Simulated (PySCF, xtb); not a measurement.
(E)-1-chloro-3,3-difluoroprop-1-ene (C3H3ClF2), SMILES FC(F)/C=C/Cl. Other conformers were not sampled.

Harmonic wavenumbers (cm⁻¹) from xtb 6.7.1 with GFN2-xTB at its own minimum, in rising order: 59, 146, 171, 295, 410, 483, 618, 745, 831, 938, 977, 1016, 1115, 1185, 1244, 1258, 1271, 1669, 2857, 3073, 3107.

### Question
What does PBE0-D3(BJ)/def2-SVP (PySCF) give at its own minimum? (Estimate from the structure and the level; the computed values follow.)

### Answer
101, 167, 183, 322, 443, 544, 682, 847, 887, 967, 998, 1145, 1201, 1238, 1293, 1394, 1413, 1742, 3071, 3224, 3242. Paired by order, the mean absolute difference is 78 cm⁻¹ and the zero-point energies are 33.5 and 35.9 kcal/mol.
